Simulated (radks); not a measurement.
The numbers below are computed, except where a source is named.
Er I, configuration [Xe] 4f12 6s2 (the NIST ground configuration). Level of theory: scalar-relativistic Kohn-Sham, r2SCAN, spin-polarised, spherical densities, finite nucleus; open shells are filled with parallel spins first (spin-orbit coupling, left out, can overturn this in heavy ions); meta-GGA in the generalised Kohn-Sham scheme; Fermi nuclear charge, rms radius 5.2516 fm; hard spherical wall at 1.5 bohr (a radial shooting solver on a logarithmic mesh with Libxc functionals).

Radial electron density D(r) = 4 pi r^2 rho(r):

r (bohr)  D(r) (e/bohr)   spin D(r)
0.002788          24.81  -0.0000567
0.003143          29.10  -0.0000664
0.003544          33.93  -0.0000775
0.004028          39.66  -0.0000907
0.004541          45.53   -0.000104
0.00512           51.81   -0.000120
0.005773          58.38   -0.000136
0.006509          65.06   -0.000154
0.007339          71.60   -0.000174
0.008275          77.74   -0.000196
0.00933           83.14   -0.000222
0.01052           87.47   -0.000253
0.01196           90.59   -0.000296
0.01348           91.87   -0.000349
0.0152            91.53   -0.000422
0.01714           89.76   -0.000521
0.01932           87.02   -0.000658
0.02178           84.07   -0.000842
0.02456           81.88    -0.00108
0.02769           81.47    -0.00138
0.03122           83.70    -0.00174
0.03549           89.43    -0.00216
0.04001           97.55    -0.00257
0.04512           107.0    -0.00294
0.05087           115.9    -0.00320
0.05735           121.8    -0.00327
0.06467           122.9    -0.00301
0.07291           118.5    -0.00213
0.08221           110.0   0.0000135
0.09269           100.5     0.00472
0.1053            93.35      0.0155
0.1188            92.69      0.0358
0.1339            98.03      0.0731
0.151             106.1       0.137
0.1702            111.2       0.239
0.1919            108.5       0.391
0.2164            96.53       0.600
0.244             78.94       0.873
0.2751            62.51        1.21
0.3127            53.09        1.61
0.3526            53.41        2.01
0.3975            58.62        2.37
0.4482            62.53        2.65
0.5053            61.37        2.82
0.5698            55.66        2.85
0.6424            48.53        2.74
0.7243            42.28        2.51
0.8167            36.94        2.18
0.9282            31.69        1.73
1.047             27.24        1.23
1.18              20.81       0.676
1.33              8.653       0.201

D(r) has 4 maxima, at r = 0.0139, 0.0621, 0.174, 0.463 bohr, and minima at 0.0266, 0.113, 0.331 bohr, inside which lie 1.91, 11.03, 29.44 electrons.
